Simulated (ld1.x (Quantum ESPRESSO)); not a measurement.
# Before and after: TM semilocal potential for gold

```json
{"Element": "Au", "Generator": "ld1.x (Quantum ESPRESSO) 7.5", "Type": "norm-conserving Troullier–Martins (semilocal form)", "Functional": "LDA (PZ)", "Relativity": "scalar-relativistic", "Frozen core": "[Kr] 4d10 4f14 5s2", "Valence charge": "17", "Reference configuration": "5p6 5d10 6s0.5 6p0 (charge +0.5)", "Partial waves": "6s (bound): rc 1.80 bohr; 5p (bound): rc 1.20 bohr; 5f channel at 0.05 Ry: rc 1.60 bohr; 5d (bound): rc 1.40 bohr", "Local potential": "the d channel", "Core correction": "a·sin(br)/r model core, default radius (core density twice the valence density)"}
```

Change: all radii but the core radius scaled by about 1.35 (s 2.42, p 1.62, d 1.88, f 2.16 bohr).

Cutoffs: the cutoffs (Ry, on a coarse ladder) from which the occupation-weighted sum of valence levels, in a spherical-Bessel basis at the reference potential, stays within 10 and 1 mRy of its value at 400 Ry; they do not see the model core or the augmentation charge, which bear on the density cutoff. Errors are all-electron minus pseudo energies relative to the spin-unpolarised reference configuration.

Task: How do hardness, ghosts and transferability respond?

Result: The potential gets softer (140 Ry and 200 Ry → 50 Ry and 80 Ry); of the 9 tests that both files solve, the error grows in 5 and shrinks in 2 by more than 15 % and 0.3 meV (median size 3.6 → 4.6 meV); neither file shows a bound ghost. A larger radius leaves more room for a smooth pseudo-wave, so fewer plane waves are needed. A semilocal file is local in each channel, so a ghost entry of none says nothing of the separable form that plane-wave codes build from it.

| quantity | base | changed |
| --- | --- | --- |
| cutoff, loose | 140 Ry | 50 Ry |
| cutoff, tight | 200 Ry | 80 Ry |
| loose cutoff by channel (10 mRy a level) | s 21 Ry, p 70 Ry, d 35 Ry | s 8 Ry, p 30 Ry, d 35 Ry |
| bound ghosts | none | none |
| error for 5p6 5d10 6s1 6p0, meV [ΔE -3.95 eV] | +0.5 | -0.2 |
| error for 5p6 5d10 6s0 6p0, meV [ΔE 5.83 eV] | -3.6 | -4.6 |
| error for 5p6 5d9 6s0 6p0, meV [ΔE 27.33 eV] | -3.9 | -1.9 |
| error for 5p5 5d10 6s1 6p0, meV [ΔE 62.45 eV] | -115 | -191 |
| error for 5p6 5d9 6s1 6p0, meV [ΔE 8.43 eV] | +0.9 | -6.1 |
| error for 5p6 5d10 6s0 6p1, meV [ΔE 1.45 eV] | +25 | +157 |
| error for 5p6 5d9 6s2 6p0, meV [ΔE -2.35 eV] | -12 | -28 |
| error for 5p6 5d10 6s0.5 6p0 (spin-polarised), meV [ΔE -0.04 eV] | -0.1 | 0.0 |
| error for 5p6 5d10 6s1 6p0 (spin-polarised), meV [ΔE -4.08 eV] | +0.7 | +0.3 |
